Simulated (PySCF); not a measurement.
C5H9F (SMILES CC/C=C(\C)F), singlet, at a GFN2-xTB geometry; PySCF with DF-R2SCAN/pcseg-2.

PySCF was given this input:
```python
from pyscf import gto, scf, dft

mol = gto.Mole()
mol.atom = '''
    C    -2.506792    0.037512   -0.457616
    C    -1.283598   -0.877138   -0.378195
    C    -0.271192   -0.325697    0.572903
    C     0.919587    0.160137    0.265306
    C     1.613480    0.287967   -1.045970
    F     1.691634    0.632752    1.286650
    H    -2.220890    1.018995   -0.828586
    H    -3.252414   -0.383654   -1.127754
    H    -2.955196    0.159859    0.525466
    H    -0.856781   -1.002378   -1.373155
    H    -1.598780   -1.861269   -0.021641
    H    -0.569566   -0.304238    1.612221
    H     1.901438    1.327157   -1.202786
    H     0.975428   -0.033437   -1.861190
    H     2.523141   -0.312485   -1.040984
'''
mol.basis = 'pcseg-2'
mol.charge = 0
mol.spin = 0
mol.verbose = 4
mol.max_memory = 1800
mol.build()

mf = dft.RKS(mol)
mf.xc = 'r2scan'
mf = mf.density_fit(auxbasis='def2-universal-jkfit')
mf.kernel()
```

Output, abridged:

```
PySCF version 2.14.0

[INPUT] verbose = 4
[INPUT] num. atoms = 15
[INPUT] num. electrons = 48
[INPUT] charge = 0
[INPUT] spin (= nelec alpha-beta = 2S) = 0
[INPUT] symmetry False subgroup None
[INPUT] Mole.unit = angstrom
[INPUT] Symbol           X                Y                Z      unit          X                Y                Z       unit  Magmom
[INPUT]  1 C     -2.506792000000   0.037512000000  -0.457616000000 AA   -4.737150331251   0.070887406385  -0.864768910219 Bohr   0.0
[INPUT]  2 C     -1.283598000000  -0.877138000000  -0.378195000000 AA   -2.425648674039  -1.657550593449  -0.714684971680 Bohr   0.0
[INPUT]  3 C     -0.271192000000  -0.325697000000   0.572903000000 AA   -0.512478607173  -0.615478129592   1.082629765942 Bohr   0.0
[INPUT]  4 C      0.919587000000   0.160137000000   0.265306000000 AA    1.737767577710   0.302615072409   0.501355679204 Bohr   0.0
[INPUT]  5 C      1.613480000000   0.287967000000  -1.045970000000 AA    3.049035307463   0.544178762913  -1.976596834511 Bohr   0.0
[INPUT]  6 F      1.691634000000   0.632752000000   1.286650000000 AA    3.196724963002   1.195727984771   2.431416118172 Bohr   0.0
[INPUT]  7 H     -2.220890000000   1.018995000000  -0.828586000000 AA   -4.196873852785   1.925621472301  -1.565800610649 Bohr   0.0
[INPUT]  8 H     -3.252414000000  -0.383654000000  -1.127754000000 AA   -6.146171703701  -0.725000986594  -2.131146195883 Bohr   0.0
[INPUT]  9 H     -2.955196000000   0.159859000000   0.525466000000 AA   -5.584511084410   0.302089728547   0.992986827771 Bohr   0.0
[INPUT] 10 H     -0.856781000000  -1.002378000000  -1.373155000000 AA   -1.619081438731  -1.894219893289  -2.594886876577 Bohr   0.0
[INPUT] 11 H     -1.598780000000  -1.861269000000  -0.021641000000 AA   -3.021256333432  -3.517288654143  -0.040895563062 Bohr   0.0
[INPUT] 12 H     -0.569566000000  -0.304238000000   1.612221000000 AA   -1.076323749864  -0.574926496685   3.046656142272 Bohr   0.0
[INPUT] 13 H      1.901438000000   1.327157000000  -1.202786000000 AA    3.593197062841   2.507963254299  -2.272936126461 Bohr   0.0
[INPUT] 14 H      0.975428000000  -0.033437000000  -1.861190000000 AA    1.843291774232  -0.063186772427  -3.517139365779 Bohr   0.0
[INPUT] 15 H      2.523141000000  -0.312485000000  -1.040984000000 AA    4.768045463661  -0.590511068035  -1.967174660054 Bohr   0.0

nuclear repulsion = 235.142143962299
number of shells = 51
number of NR pGTOs = 429
number of NR cGTOs = 306
basis = pcseg-2
ecp = {}

******** <class 'pyscf.df.df_jk.DFRKS'> ********
method = DFRKS
initial guess = minao
damping factor = 0
level_shift factor = 0
DIIS = <class 'pyscf.scf.diis.CDIIS'>
diis_start_cycle = 1
diis_space = 8
diis_damp = 0
SCF conv_tol = 1e-09
SCF conv_tol_grad = None
SCF max_cycles = 50
direct_scf = False
XC library pyscf.dft.libxc version 7.1.2
    S. Lehtola, C. Steigemann, M. J. T. Oliveira, and M. A. L. Marques,  SoftwareX 7, 1–5 (2018)
XC functionals = r2scan
    J. W. Furness, A. D. Kaplan, J. Ning, J. P. Perdew, and J. Sun,  J. Phys. Chem. Lett. 11, 8208–8215 (2020)
    J. W. Furness, A. D. Kaplan, J. Ning, J. P. Perdew, and J. Sun,  J. Phys. Chem. Lett. 11, 9248–9248 (2020)
    J. W. Furness, A. D. Kaplan, J. Ning, J. P. Perdew, and J. Sun,  J. Phys. Chem. Lett. 11, 8208–8215 (2020)
    J. W. Furness, A. D. Kaplan, J. Ning, J. P. Perdew, and J. Sun,  J. Phys. Chem. Lett. 11, 9248–9248 (2020)
radial grids:
    Treutler-Ahlrichs [JCP 102, 346 (1995); DOI:10.1063/1.469408] (M4) radial grids

becke partition: Becke, JCP 88, 2547 (1988); DOI:10.1063/1.454033
pruning grids: <function nwchem_prune>
grids dens level: 3
symmetrized grids: False
atomic radii adjust function: <function treutler_atomic_radii_adjust>
small_rho_cutoff = 0
Set gradient conv threshold to 3.16228e-05
Initial guess from minao.
tot grids = 173128
init E= -296.015743711032
  HOMO = -0.291063014176062  LUMO = -0.062169754027142  gap/eV = 6.22850
cycle= 1 E= -295.634553696549  delta_E= 0.381  |g|= 0.636  |ddm|=  2.8
  HOMO = -0.156208750195585  LUMO = 0.0395639370805814  gap/eV = 5.32725
cycle= 2 E= -295.536003647078  delta_E= 0.0986  |g|= 0.931  |ddm|= 1.23
  HOMO = -0.207402019310813  LUMO = 0.00730280390497207  gap/eV = 5.84242
cycle= 3 E= -295.716149155178  delta_E= -0.18  |g|= 0.174  |ddm|= 0.806
  HOMO = -0.217135840926346  LUMO = -0.00394504236203908  gap/eV = 5.80122
cycle= 4 E= -295.723644914245  delta_E= -0.0075  |g|= 0.0512  |ddm|= 0.182
  HOMO = -0.217362622266032  LUMO = -0.00385262841956013  gap/eV = 5.80990
cycle= 5 E= -295.724190641914  delta_E= -0.000546  |g|= 0.022  |ddm|= 0.0532
  HOMO = -0.216118495063116  LUMO = -0.00268365498762257  gap/eV = 5.80786
cycle= 6 E= -295.724279944993  delta_E= -8.93e-05  |g|= 0.00582  |ddm|= 0.0194
  HOMO = -0.21646357730174  LUMO = -0.00309430529238064  gap/eV = 5.80607
cycle= 7 E= -295.724287106285  delta_E= -7.16e-06  |g|= 0.00118  |ddm|= 0.00486
  HOMO = -0.216568166070017  LUMO = -0.00317518569378983  gap/eV = 5.80672
cycle= 8 E= -295.724287396568  delta_E= -2.9e-07  |g|= 0.00034  |ddm|= 0.00146
  HOMO = -0.216564441575752  LUMO = -0.00317074767678349  gap/eV = 5.80674
cycle= 9 E= -295.724287423133  delta_E= -2.66e-08  |g|= 8.57e-05  |ddm|= 0.000351
  HOMO = -0.216573138407563  LUMO = -0.00317836996398135  gap/eV = 5.80677
cycle= 10 E= -295.72428742508  delta_E= -1.95e-09  |g|= 1.49e-05  |ddm|= 0.000129
  HOMO = -0.21657195093915  LUMO = -0.00317764195400194  gap/eV = 5.80675
cycle= 11 E= -295.724287425121  delta_E= -4.16e-11  |g|= 7.84e-06  |ddm|= 2.52e-05
  HOMO = -0.216572353774968  LUMO = -0.00317799280959896  gap/eV = 5.80676
Extra cycle  E= -295.724287425112  delta_E= 9.32e-12  |g|= 1.01e-05  |ddm|= 1.32e-05
converged SCF energy = -295.724287425112
```
